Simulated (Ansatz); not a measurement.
GeH9NSi2, SMILES `[SiH3][SiH2][NH][GeH3]`. The species carries charge 0 and has multiplicity 1. All single points use the PBE0-D4/def2-TZVP geometry. It is one conformer, not always the lowest.

```xyz
13

Si    0.879   -0.620   -2.342
Si    0.902   -0.242   -0.030
N    -0.514    0.618    0.445
Ge   -1.371    0.524    2.072
H    -0.233   -1.533   -2.724
H     2.165   -1.215   -2.798
H     0.683    0.671   -3.061
H     0.899   -1.533    0.713
H     2.183    0.448    0.318
H    -0.772    1.418   -0.114
H    -0.786    1.528    3.086
H    -2.858    0.844    1.847
H    -1.177   -0.908    2.588
```

(1) What is the dipole moment at ωB97M-V/def2-TZVPP? (Estimate.)

(2) And with PBE, r2SCAN, B3LYP? (Best estimate.)

(3) Give the Mulliken charges with ωB97M-V, PBE, r2SCAN in def2-TZVPP. (An estimate is asked.)

Results:

(1) Ansatz gave: 1.14 D, with components (-0.71, 0.80, 0.38) D in this frame, pointing from negative to positive charge.

(2) Ansatz gave: PBE 1.10 D, r2SCAN 1.11 D, B3LYP 1.09 D.

(3) The calculation gave: 
```tsv
atom	ωB97M-V	PBE	r2SCAN
Si1	0.03	0.08	0.15
Si2	0.26	0.27	0.37
N3	-0.43	-0.35	-0.46
Ge4	0.16	0.18	0.24
H5	-0.02	-0.04	-0.07
H6	-0.02	-0.04	-0.07
H7	-0.03	-0.05	-0.07
H8	-0.03	-0.06	-0.08
H9	-0.05	-0.08	-0.10
H10	0.10	0.13	0.14
H11	0.00	-0.02	-0.03
H12	0.01	-0.01	-0.02
H13	0.03	0.00	0.00
```

B3LYP here is the variant with VWN-RPA as its local correlation; programs differ in this.
